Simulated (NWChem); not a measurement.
Species: AlH₂Br; SMILES [Br][AlH2]

This build's default masses of Se (78.918 u) and Br (79.917 u) are each other's, which moves their modes by up to 0.6 %.

### Question
Give the equilibrium geometry at PBE0/def2-SVP (NWChem) as a Z-matrix, with the point group.

### Answer
point group C2v; any orientation.
```
Al
H 1 1.5797
H 1 1.5797 2 124.79
Br 1 2.2590 2 117.60 3 180.00
```
